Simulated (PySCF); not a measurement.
Al(I)(Me)(OH) (CH4AlIO), SMILES [CH3][Al]([OH])[I]. The structure is a stationary point at PBE0-D3(BJ)/def2-SVP. The structure was generated by enumeration; whether it is a known compound was not checked. The def2 effective core potentials stand for the cores of I; spin–orbit coupling is left out. One conformer was computed; it need not be the lowest.

Computed equilibrium geometry at PBE0-D3(BJ)/def2-SVP (PySCF confirms it by a frequency run) as Cartesian coordinates in Å, and its point group (one conformer of several):
point group Cs.
```xyz
8

Al     0.0999     1.3685     0.0000
I     -0.0473    -1.1131     0.0000
C     -1.4889     2.4703     0.0000
H     -2.1108     2.2618     0.8854
H     -1.2270     3.5394     0.0000
H     -2.1108     2.2618    -0.8854
O      1.6389     2.0864     0.0000
H      2.4801     1.6265     0.0000
```
